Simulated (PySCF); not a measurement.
HCl$_{3}$Ge, charge -1, doublet, at a GFN2-xTB geometry (a state made from the parent by changing its charge; the spin is typed, not shown lowest); R2SCAN/6-31G run with PySCF.

PySCF was given this input:
```python
from pyscf import gto, scf, dft

mol = gto.Mole()
mol.atom = '''
    Ge    0.189616    0.144657    0.116875
    Cl   -0.810130    2.365751   -0.060661
    Cl    2.014102   -1.478772    0.115746
    Cl   -1.559837   -1.163322   -0.380225
    H    -0.017991    0.068799    1.787391
'''
mol.basis = '6-31g'
mol.charge = -1
mol.spin = 1
mol.verbose = 5
mol.build()

mf = dft.UKS(mol)
mf.xc = 'r2scan'
mf.kernel()
```

Problem. Write the output that PySCF gives for this input, abridged.

Solution. 
```
PySCF version 2.14.0

[INPUT] verbose = 5
[INPUT] max_memory = 4000
[INPUT] num. atoms = 5
[INPUT] num. electrons = 85
[INPUT] charge = -1
[INPUT] spin (= nelec alpha-beta = 2S) = 1
[INPUT] symmetry False subgroup None
[INPUT] Mole.unit = angstrom
[INPUT] Symbol           X                Y                Z      unit          X                Y                Z       unit  Magmom
[...]
[INPUT] ---------------- BASIS SET ----------------
[INPUT] l, kappa, [nprim/nctr], expnt,             c_1 c_2 ...
[INPUT] H
[...]
                                2.8253937         0.23472695
                                0.6401217         0.81375733
[...]
[INPUT] Ge
[...]
                                14156.42          0.01328181
                                3224.935          0.06557319
                                909.4821          0.2283712
                                291.7149          0.4778104
                                99.89074          0.3557135
[...]
                                480.6599          0.03068823
                                156.0616          0.1262906
                                59.07914          -0.01105405
                                24.22346          -0.6103659
                                10.04418          -0.4755387
[...]
                                30.2823           0.05874495
                                12.85367          0.2598349
                                5.587437          -0.1926917
                                2.438461          -0.719057
                                1.040324          -0.2995181
[...]
                                0.443662          -0.2189617
                                0.176082          -0.9242006
[...]
                                480.6599          0.03051218
                                156.0616          0.1338971
                                59.07914          0.3462496
                                24.22346          0.4635741
                                10.04418          0.2047879
[...]
                                30.2823           -0.02954252
                                12.85367          0.05042291
                                5.587437          0.3699366
                                2.438461          0.4933147
                                1.040324          0.2116445
[...]
                                0.443662          0.3028906
                                0.176082          0.7562828
[...]
                                12.20184          0.3847726
                                3.823423          0.7003323
[...]
[INPUT] Cl
[...]
                                3780.35           0.014034
                                860.474           0.069097
                                242.145           0.237452
                                77.3349           0.483034
                                26.247            0.339856
[...]
                                116.984           -0.030714
                                37.4153           -0.112528
                                13.7834           0.045016
                                5.45215           0.589353
                                2.22588           0.465206
[...]
                                1.14427           0.061589
                                0.420377          1.06018
[...]
                                116.984           0.030318
                                37.4153           0.12988
                                13.7834           0.327951
                                5.45215           0.453527
                                2.22588           0.252154
[...]
                                1.14427           0.323572
                                0.420377          0.743507
[...]
nuclear repulsion = 499.748601043665
number of shells = 34
number of NR pGTOs = 232
number of NR cGTOs = 68
basis = 6-31g
ecp = {}

******** <class 'pyscf.dft.uks.UKS'> ********
method = UKS
initial guess = minao
damping factor = 0
[...]
 -4.94398193e+01 -4.39324035e+01 -4.39323852e+01 -4.39304548e+01
 -9.19750720e+00 -9.17449449e+00 -9.17445202e+00 -6.94087513e+00
 -6.93365110e+00 -6.93350012e+00 -6.91611177e+00 -6.91610652e+00
 -6.91166577e+00 -6.91165238e+00 -6.91127872e+00 -6.91126123e+00
 -6.01585530e+00 -4.16927276e+00 -4.16921498e+00 -4.16253432e+00
 -9.60724025e-01 -9.57789580e-01 -9.53476189e-01 -9.51995265e-01
 -9.51912036e-01 -6.18941778e-01 -5.74244376e-01 -5.73955914e-01
 -3.29403284e-01 -1.91163695e-01 -1.85755032e-01 -1.66510022e-01
 -1.36152093e-01 -1.25024040e-01 -1.15835584e-01 -1.13636726e-01
 -1.09069272e-01 -1.00658509e-01  1.82134458e-03  1.31464035e-01
  1.74413406e-01  1.91213864e-01  3.17018942e-01  3.28677413e-01
  3.35609464e-01  3.42543330e-01  5.67845332e-01  5.70266148e-01
  6.08363542e-01  6.15639107e-01  6.26258069e-01  6.35896738e-01
  6.87748892e-01  7.10104220e-01  7.23922822e-01  8.01649087e-01
  8.70342318e-01  9.19915162e-01  1.17287850e+00  2.90839166e+00
  2.90983793e+00  2.92293852e+00  2.95692974e+00  2.97160246e+00]
multiplicity <S^2> = 0.75270586  2S+1 = 2.002704
nelec by numeric integration = [42.99999937 41.99999946]
E1 = -5814.714714240772  E2 = 1857.1363981564302  Ecoul = 2021.5416582213784  Exc = -164.4052600649481
cycle= 11 E= -3457.82971504068  delta_E= -2.68e-10  |g|= 3.94e-06  |ddm|= 4.29e-05
  alpha mo_energy =
[-3.97972469e+02 -1.01020171e+02 -1.01001275e+02 -1.01001251e+02
 -4.94400396e+01 -4.39328904e+01 -4.39328701e+01 -4.39313990e+01
 -9.19790589e+00 -9.17565084e+00 -9.17560816e+00 -6.94204337e+00
 -6.93423625e+00 -6.93397809e+00 -6.92021809e+00 -6.92021059e+00
 -6.91285587e+00 -6.91284405e+00 -6.91249546e+00 -6.91247948e+00
 -6.01738715e+00 -4.17107902e+00 -4.17041369e+00 -4.16493565e+00
 -9.63213593e-01 -9.60210972e-01 -9.56688591e-01 -9.55429762e-01
 -9.54850410e-01 -6.23041924e-01 -5.84135686e-01 -5.83882930e-01
 -3.43663474e-01 -1.98922391e-01 -1.93681249e-01 -1.82940100e-01
 -1.40510164e-01 -1.31076792e-01 -1.20537416e-01 -1.19525952e-01
 -1.13205950e-01 -1.07124516e-01 -4.32496126e-02  1.12586494e-01
  1.59198131e-01  1.73121407e-01  3.11830818e-01  3.13653701e-01
  3.28841784e-01  3.31901326e-01  5.64436782e-01  5.65485147e-01
  6.05827755e-01  6.09688669e-01  6.23555171e-01  6.24417415e-01
  6.84098132e-01  7.05226940e-01  7.21992257e-01  7.93939024e-01
  8.65035741e-01  9.14309165e-01  1.15477703e+00  2.89716292e+00
  2.89828929e+00  2.91137346e+00  2.94548639e+00  2.96219559e+00]
  beta  mo_energy =
[-3.97971407e+02 -1.01019507e+02 -1.00999328e+02 -1.00999304e+02
 -4.94398181e+01 -4.39324023e+01 -4.39323840e+01 -4.39304536e+01
 -9.19750607e+00 -9.17449127e+00 -9.17444888e+00 -6.94087401e+00
 -6.93364993e+00 -6.93349893e+00 -6.91610848e+00 -6.91610340e+00
 -6.91166243e+00 -6.91164930e+00 -6.91127531e+00 -6.91125820e+00
 -6.01585388e+00 -4.16927138e+00 -4.16921354e+00 -4.16253290e+00
 -9.60722613e-01 -9.57788167e-01 -9.53474767e-01 -9.51993822e-01
 -9.51910651e-01 -6.18940956e-01 -5.74242934e-01 -5.73954387e-01
 -3.29402044e-01 -1.91163209e-01 -1.85753720e-01 -1.66509326e-01
 -1.36151395e-01 -1.25023403e-01 -1.15834242e-01 -1.13635349e-01
 -1.09068055e-01 -1.00657501e-01  1.82186913e-03  1.31464837e-01
  1.74414800e-01  1.91214385e-01  3.17019471e-01  3.28677711e-01
  3.35610305e-01  3.42543815e-01  5.67846205e-01  5.70266749e-01
  6.08364712e-01  6.15639698e-01  6.26258600e-01  6.35897805e-01
  6.87749948e-01  7.10105140e-01  7.23923432e-01  8.01650114e-01
  8.70342878e-01  9.19916199e-01  1.17287670e+00  2.90839320e+00
  2.90983934e+00  2.92293994e+00  2.95693118e+00  2.97160396e+00]
multiplicity <S^2> = 0.75270567  2S+1 = 2.0027038
nelec by numeric integration = [42.99999937 41.99999946]
E1 = -5814.714610234253  E2 = 1857.1362941499108  Ecoul = 2021.5415470276935  Exc = -164.40525287778266
Extra cycle  E= -3457.82971504068  delta_E=    0  |g|= 3.5e-06  |ddm|= 1.67e-05
converged SCF energy = -3457.82971504068  <S^2> = 0.75270567  2S+1 = 2.0027038
```
